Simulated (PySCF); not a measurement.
## Spinor energies of Eu(26+) (europium, charge +26)

Start: [Kr] 4d1; 4d5/2 filled at m_j = +5/2. Calculated with PySCF 2.14 in an uncontracted even-tempered set (17 s from 2.1 bohr⁻², ratio 2.8; 14 p from 2.7 bohr⁻², ratio 2.8; 9 d from 2.7 bohr⁻², ratio 2.8; 3 f from 9.6 bohr⁻², ratio 3): generalised Hartree-Fock with the X2C-1e Hamiltonian and a Gaussian nucleus; one run each with spin-orbit coupling (SO) screened by Boettger's factors, then bare. This is a chosen level, not necessarily the ground level.

```csv
spinor shell,electrons,"ε, screened SO (eV)","ε, bare SO (eV)",weight of nominal j (bare SO),"rms radius, bare SO (bohr)"
1s1/2,2,-49612.5,-49611.9,1.000,0.0254
2s1/2,2,-8983.4,-8983.3,1.000,0.103
2p1/2,2,-8551.3,-8568.4,1.000,0.0880
2p3/2,4,-7899.0,-7892.7,1.000,0.0945
3s1/2,2,-2666.9,-2666.9,1.000,0.264
3p1/2,2,-2481.1,-2484.7,1.000,0.254
3p3/2,4,-2342.5,-2341.2,1.000,0.267
3d3/2,4,-2025.4,-2028.8,1.000,0.239
3d5/2,6,-1996.3,-1994.0,1.000,0.243
4s1/2,2,-1116.4,-1116.4,1.000,0.557
4p1/2,2,-1032.3,-1033.3,0.998,0.565
4d5/2,1,-871.17,-870.57,1.000,0.593
```

(1) Where does 4p3/2 lie, and what is the 4p spin-orbit splitting (bare SO)?

```
   quantity   screened SO       bare SO
E (hartree)  -10525.29347  -10525.76576
        M_J           5/2           5/2
       ⟨J²⟩         8.752         8.752
       ⟨L²⟩         6.042         6.045
       ⟨S²⟩         0.790         0.793
```

Each row is a mean over spinors that exchange with the open shell spreads, by up to 11.753 eV (4p3/2).

Breit and QED terms are absent; they matter most for the inner s and p1/2 levels.

Densities and radii are taken from the X2C orbitals without a picture-change correction, which distorts them close to the nucleus.

## Answers

(1) At -994.48 eV, 38.831 eV above 4p1/2.
